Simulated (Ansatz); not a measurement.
`C#[C][In]([F])[Cl]` + `C#CC=C` → `C=[CH][In]([F])[Cl]` + `C#CC#C` at 700 K and 1 bar (formal exchange of groups at the In–C bond).

Isolated molecules relaxed with PBE0-D4/def2-TZVP in Ansatz; ΔE leaves out vibrations. CCSD(T)/CBS adds triple-zeta CCSD(T) − MP2 to the extrapolated MP2 energy (def2 sets, frozen cores). This one scheme is used for every species. Elements past krypton have def2 core potentials. For In outer-core shells are correlated without core-valence functions, which leaves a few kJ/mol of doubt a bond. One conformer a species, not always the lowest.

| species | CCSD(T)/CBS energy (Eh) | H − E (kJ/mol) | S (J/(mol·K)) |
| --- | --- | --- | --- |
| `C#[C][In]([F])[Cl]` | -826.10583 | 119.2 | 455.3 |
| `C#CC=C` | -154.52327 | 214.2 | 357.1 |
| `C=[CH][In]([F])[Cl]` | -827.35046 | 187.3 | 475.9 |
| `C#CC#C` | -153.27209 | 148.2 | 319.9 |

H − E and S are ideal-gas, rigid-rotor, harmonic terms from PBE0-D4/def2-TZVP, for one conformer and one mirror image of each species. 1 Eh = 2625.50 kJ/mol, R = 8.31446 J/(mol·K).

Task: By hand: ΔE, ΔH, ΔS and ΔG.

Result: ΔE = (-827.35046) + (-153.27209) − (-826.10583) − (-154.52327) = 0.00655 Eh = 17.2 kJ/mol. Δ(H − E) = 187.3 + 148.2 − 119.2 − 214.2 = 2.1, so ΔH = 19.3 kJ/mol. ΔS = 475.9 + 319.9 − 455.3 − 357.1 = -16.6 J/(mol·K). ΔG = 19.3 − 700 × (-16.6)/1000 = 30.9 kJ/mol.

Task: By hand: the equilibrium constant, and the temperature at which ΔG would vanish if ΔH and ΔS stayed fixed.

Result: log₁₀ K = −ΔG/(RT ln 10) = -2.3. ΔH and −TΔS have one sign here, so there is no such temperature.

TΔS isn't small against ΔH here. A doubt of 5 kJ/mol in ΔE shifts log₁₀ K by 0.4 here. Other conformers and mirror images would add mixing entropy, several J/(mol·K) or more a flexible species. Modes under 60 cm⁻¹, often nearly free rotors, make the harmonic entropy too high. These are equilibria of isolated gas molecules and say nothing of rates. Largest T1 diagnostic: 0.015 (customary marks: 0.02 for closed shells, 0.045 for open ones).
